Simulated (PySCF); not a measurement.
I₂Zr, SMILES [I][Zr][I], multiplicity 1. Atoms are numbered in the order given.

```xyz
3

Zr     0.0000     0.0000     0.0000
I      0.0000     0.0000    -2.6811
I      0.0000     0.0000     2.6811
```
Charge 0, spin multiplicity 1.

Geometry: PBE-D3(BJ)/def2-SVP. A frequency run showed that this geometry is not a minimum. The multiplicity is an assumed one; other spin states were not compared. The def2 effective core potentials stand for the cores of I, Zr; spin–orbit coupling is left out.

Calculation: PySCF with PBE-D3(BJ)/def2-SVP.

Frequencies are harmonic and unscaled.

Modes within 1.5 cm⁻¹ of each other (mostly degenerate sets) share a row, with their intensities summed.

Computed vibrational spectrum:
```
mode  ν (cm⁻¹)  IR (km/mol)  moving atoms (share of kinetic energy)
----  --------  -----------  --------------------------------------
1–2        33i          0.6                         Zr 74 %, I 26 %
3          156          0.0                                 I 100 %
4          272         75.3                         Zr 74 %, I 26 %
```
